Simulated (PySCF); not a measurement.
H2IMgN, SMILES [NH2][Mg][I].

Geometry: PBE0-D3(BJ)/def2-TZVP. The def2 effective core potentials stand for the cores of I; spin–orbit coupling is left out. Other conformers were not sampled.

The numbers are results of PySCF with HF/def2-TZVPD, not measurements.

Symmetry labels are those of the subgroup C2v that the program uses (full group C2v).

Task: List the valence orbital energies around the gap with their symmetry. (Estimate from the structure and the level; the computed values follow.)

Result: 
| orbital | symmetry | energy (eV) |
|---|---|---|
| HOMO−7 | A1 | -29.16 |
| HOMO−6 | A1 | -23.48 |
| HOMO−5 | B2 | -16.50 |
| HOMO−4 | A1 | -13.92 |
| HOMO−3 | A1 | -11.12 |
| HOMO−2 | B1 | -10.09 |
| HOMO−1 | B2 | -9.95 |
| HOMO | B1 | -9.88 |
| LUMO | A1 | 0.70 |
| LUMO+1 | B2 | 1.15 |
| LUMO+2 | A1 | 1.26 |
| LUMO+3 | B1 | 1.38 |
